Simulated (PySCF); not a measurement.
C6H11GeNO.
Z-matrix (Å and degrees, PBE0-D3(BJ)/def2-SVP geometry), rows numbered from 1:
```
C 
C   1  1.5079
O   2  1.2221  1  121.89
N   2  1.3536  1  116.45  3   179.94
C   4  1.4451  2  121.20  1   176.91
C   5  1.5014  4  113.20  2   156.73
C   6  1.3417  5  119.83  4  -136.47
C   7  1.5005  6  120.25  5     1.31
Ge  8  1.9868  7  102.65  6    11.89
H   1  1.0988  2  113.84  3  -174.82
H   1  1.0987  2  108.54  3   -52.67
H   1  1.0999  2  108.61  3    63.42
H   4  1.0119  2  119.51  1     1.92
H   5  1.1091  4  109.48  2   -80.51
H   6  1.0979  5  119.49  4    46.26
H   7  1.0967  6  119.91  5  -177.67
H   8  1.1017  7  111.82  6   134.09
H   8  1.1040  7  111.09  6  -107.20
H   9  1.5359  5  112.76  4    27.54
H   9  1.5330  5  115.63  4  -104.55
```

Theory: TDDFT CAM-B3LYP/def2-SVPD, vertical, gas phase, core orbitals frozen in the response (PySCF 2.14.0, density-fitted response routines). Relativistic effects, spin–orbit coupling among them, are left out although an element past zinc is present.

Kohn–Sham orbitals with the atoms that hold most of them (Löwdin shares over 4%, at most four atoms; ? is withheld):

```
orbital  ε (eV)                            atoms
 HOMO-3   -9.66   O3 27%, C8 21%, Ge9 14%, C7 6%
 HOMO-2   -9.10   O3 32%, N4 18%, C6 11%, C7 11%
 HOMO-1   -8.59   O3 27%, C8 14%, C6 13%, C7 12%
   HOMO   -8.31                                ?
   LUMO    0.97                                ?
 LUMO+1    1.31    C7 25%, C6 24%, Ge9 8%, C8 8%
 LUMO+2    1.38  Ge9 18%, C1 12%, H10 7%, H13 6%
```

(1) Give the leading atoms of the LUMO.

(2) Give the leading atoms of the HOMO.

(3) The HOMO–LUMO gap is 9.28 eV. Where does the response calculation put the lowest singlet, and from which orbitals?

Results:

(1) Ge9 (bonded to 2 C and 2 H) 13%; H13 (bonded to N) 12%; C1 (bonded to C and 3 H) 11%; C6 (bonded to 2 C and H) 10%. By element: carbon 21% or more, germanium 13%, hydrogen 12% or more.

(2) N4 (bonded to 2 C and H) 17%; C5 (bonded to C, Ge, N and H) 17%; C7 (bonded to 2 C and H) 13%; C6 (bonded to 2 C and H) 12%. By element: carbon 42% or more, nitrogen 17%.

(3) S1 is at 5.86 eV (f = 0.0040), 3.42 eV below the gap, made of HOMO-1→LUMO+3 (36%), HOMO-3→LUMO+3 (16%), HOMO-2→LUMO+3 (13%). Without the coupling terms of the response equations the lowest excitation would equal the gap.

Next come S2 at 6.37 eV (f 0.0067), HOMO→LUMO (65%), HOMO→LUMO+1 (18%); S3 at 6.62 eV (f 0.0075), HOMO→LUMO+1 (56%), HOMO→LUMO (19%); S4 at 6.75 eV (f 0.096), HOMO-1→LUMO (39%), HOMO-1→LUMO+1 (21%), HOMO→LUMO+1 (10%); S5 at 6.82 eV (f 0.011), HOMO→LUMO+2 (37%), HOMO-1→LUMO+1 (15%), HOMO-1→LUMO (10%).

One conformer stands for the species.
